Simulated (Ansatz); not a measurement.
Frontier orbitals of C5H4Cl3F3O2Ti, SMILES `CC1=CC(C(F)(F)F)=[O+][Ti-]([Cl])([Cl])([Cl])[O]1`.

Cartesian coordinates in Å:
```
C -0.943 0.196 2.577
C -0.374 0.192 1.204
C -0.647 -0.822 0.300
C -0.091 -0.769 -0.973
C -0.394 -1.878 -1.992
F -1.022 -1.365 -3.045
F 0.737 -2.438 -2.405
F -1.166 -2.832 -1.471
O 0.661 0.129 -1.406
Ti 1.425 1.840 -0.560
Cl 3.412 1.030 -0.985
Cl 2.042 3.569 0.675
Cl 0.489 2.941 -2.202
O 0.382 1.187 0.920
H -0.126 0.227 3.302
H -1.527 1.109 2.718
H -1.570 -0.674 2.763
H -1.288 -1.643 0.579
```

Total charge 0; spin multiplicity 1. Correlated methods include outer-core shells of Ti, which these sets cover unevenly. Scalar relativity is left out up to krypton. The geometry is a stationary point of PBE0-D4/def2-TZVP. Basis def2-TZVPP, the Gaussian-basis code of Ansatz.

```json
{"functional": "LDA (SPW92)", "HOMO (eV)": "-7.31", "LUMO (eV)": "-4.50", "gap (eV)": "2.81"}
{"functional": "PBE", "HOMO (eV)": "-7.12", "LUMO (eV)": "-4.25", "gap (eV)": "2.87"}
{"functional": "revPBE", "HOMO (eV)": "-7.05", "LUMO (eV)": "-4.16", "gap (eV)": "2.89"}
{"functional": "B97M-V", "HOMO (eV)": "-7.46", "LUMO (eV)": "-4.25", "gap (eV)": "3.21"}
{"functional": "PBE0", "HOMO (eV)": "-8.33", "LUMO (eV)": "-3.52", "gap (eV)": "4.81"}
{"functional": "r2SCAN0", "HOMO (eV)": "-8.54", "LUMO (eV)": "-3.50", "gap (eV)": "5.04"}
{"functional": "BHLYP", "HOMO (eV)": "-9.39", "LUMO (eV)": "-2.56", "gap (eV)": "6.83"}
{"functional": "ωB97X-V", "HOMO (eV)": "-10.56", "LUMO (eV)": "-1.50", "gap (eV)": "9.06"}
{"functional": "ωB97M-V", "HOMO (eV)": "-10.44", "LUMO (eV)": "-1.48", "gap (eV)": "8.96"}
```

From PBE to PBE0 the HOMO moves by −1.21 eV and the LUMO by +0.74 eV, and with ωB97M-V by −3.32 and +2.77 eV, so the gap grows from 2.87 to 8.95 eV with exact exchange.
